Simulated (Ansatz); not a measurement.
`[F][Ti]([F])([F])[SH]`. Total charge 0; spin multiplicity 1.

Cartesian coordinates in Å:
```
F -1.176 1.458 0.007
Ti -0.201 0.100 -0.489
F -1.039 -0.936 -1.604
F 1.281 0.726 -1.163
S 0.272 -1.196 1.317
H 0.864 -0.152 1.932
```

(1) What are the harmonic wavenumbers in cm⁻¹ at PBE0-D4/def2-TZVP (Ansatz, finite differences of forces, unscaled)? (Estimate.)

(2) Is this a minimum?

(3) Give the ideal-gas thermochemistry at 298.15 K and 1 bar (rigid rotor, harmonic oscillator; point group Cs, symmetry number 1).

(4) And at 400, 500, 600, 800 and 1000 K?

Results:

(1) Computed: 81, 143, 171, 197, 207, 212, 441, 546, 737, 795, 815, 2680.

(2) Yes, all 12 modes are real.

(3) Zero-point energy 42.0 kJ/mol; H(298) − E = 63.5 kJ/mol; entropy 358.5 J/(mol·K), of which translation 170.3, rotation 115.6, vibration 72.6; G(298) − E = -43.4 kJ/mol. Modes under 100 cm⁻¹ are hindered rotations or soft bends, so the harmonic entropy is rough.

(4) 
```csv
T (K),H − E (kJ/mol),S (J/mol/K),G − E (kJ/mol)
400,74.1,389.0,-81.5
500,85.2,413.6,-121.6
600,96.7,434.6,-164.1
800,120.5,468.8,-254.6
1000,145.0,496.1,-351.1
```
